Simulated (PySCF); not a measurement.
Ionisation energy of Zn by level of theory

Zn [Ar] 3d10 4s2 (1S) → Zn⁺ [Ar] 3d10 4s1 (2S), as a difference of total energies. Computed with PySCF 2.14 in dyall-av2z, with the non-relativistic Hamiltonian (point nucleus). Correlated levels: valence: [Ar] frozen; virtual orbitals above 40 to 60 times the deepest correlated orbital energy dropped. The calculations carry no spin-orbit coupling.

Problem. Order these methods by the ionisation energy they give, lowest first.
A. SCS-MP2 (valence)
B. r2SCAN
C. LDA
D. B2PLYP

Solution. A (8.922 eV), D (9.176 eV), B (9.198 eV), C (9.701 eV).

These non-relativistic numbers lack the scalar-relativistic shift.

Errors of the correlated levels include the incompleteness of this basis and the frozen core.

MP2 underrates the near-degeneracy of ns² with np² in the lower species.

For comparison: 9.394 eV (measured; NIST Atomic Spectra Database, ionization energies).
